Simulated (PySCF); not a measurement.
**GeCl at PBE0**

Computed with PBE0; PySCF, no relativity, basis sets Ge def2-TZVPPD, Cl def2-TZVPPD.

| Item | Value |
| --- | --- |
| state | ²Π (doublet), unpaired electrons π ↑ |
| bond length | 2.174 Å |
| harmonic wavenumber | 406 cm⁻¹ |
| force constant | 2.31 mdyn/Å |
| rotational constant Be | 0.1502 cm⁻¹ |
| anharmonicity ωexe | 1.32 cm⁻¹ |
| vibration–rotation constant αe | 0.000725 cm⁻¹ |
| well depth De to Ge + Cl | 95.8 kcal/mol |
| dissociation energy D0 | 95.2 kcal/mol |
| bond order (Mayer) | 1.08 |
| dipole moment (positive dipole means Ge(−)Cl(+)) | -1.61 D |

Spin–orbit coupling is left out. The state is the lowest determinant that a PBE0 search found; another state may lie lower at other levels.
